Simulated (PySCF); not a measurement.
Ge(F)(OH)(NH2)2 (FGeH5N2O), SMILES [NH2][Ge]([NH2])([OH])[F]. Geometry optimised at B3LYP-D3(BJ)/def2-SVP. The structure was generated by enumeration, and PubChem lists no compound with its InChIKey, so it may never have been made. The values are those of a single conformer.

Problem. Give the equilibrium geometry at B3LYP-D3(BJ)/def2-SVP (PySCF confirms it by a frequency run) as Cartesian coordinates in Å. (Estimate from the structure and the level; the computed values follow.)

Solution. One answer among several that fit: 
```xyz
10

N     -1.2124    -1.2909    -0.3996
Ge     0.0031    -0.0067     0.0153
N      1.4834    -0.5849     0.8849
O     -0.6692     1.2460     1.0628
F      0.3681     0.7240    -1.5359
H     -1.3418    -1.4445    -1.3969
H     -1.0844    -2.1776     0.0819
H      2.2196    -0.9594     0.2905
H      1.8759     0.1090     1.5189
H     -1.6237     1.3341     0.9385
```
